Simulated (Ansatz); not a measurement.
C3H4O, SMILES `C[C]C=O` (triplet; the order of the spin states depends on the level; C–C–C–O torsion 180°) (charge 0, multiplicity 3). This triplet lies 0.18 eV below the relaxed singlet at the level B3LYP/cc-pVTZ // B3LYP-D3(BJ)/def2-TZVP (Ansatz, a first-principles code); other levels give the other order.

Cartesian coordinates (Å):
SMILES: C[C]C=O
```xyz
8

C     -1.1237    -0.2357     0.2466
C      0.1055     0.5306     0.4050
C      1.4327     0.3918    -0.0434
O      2.3677     1.1541     0.1923
H     -0.9600    -1.1248    -0.3771
H     -1.5109    -0.5676     1.2156
H     -1.9090     0.3671    -0.2212
H      1.5976    -0.5154    -0.6696
```
Charge 0, spin multiplicity 3.

Frozen-core energies in 6-31g from Ansatz at a geometry from B3LYP-D3(BJ)/def2-TZVP; the HF reference has <S^2> = 2.22 and the T1 diagnostic is 0.033.

```json
[
 {"level": "HF", "energy (Ha)": "-190.62569", "difference from CCSDT(Q) (mHa)": "382.39"},
 {"level": "MP2", "energy (Ha)": "-190.94809", "difference from CCSDT(Q) (mHa)": "59.99"},
 {"level": "CCSD", "energy (Ha)": "-190.99632", "difference from CCSDT(Q) (mHa)": "11.76"},
 {"level": "CCSD(T)", "energy (Ha)": "-191.00560", "difference from CCSDT(Q) (mHa)": "2.49"},
 {"level": "CCSDT", "energy (Ha)": "-191.00696", "difference from CCSDT(Q) (mHa)": "1.12"},
 {"level": "CCSDT(Q)", "energy (Ha)": "-191.00808", "difference from CCSDT(Q) (mHa)": "0.00"}
]
```
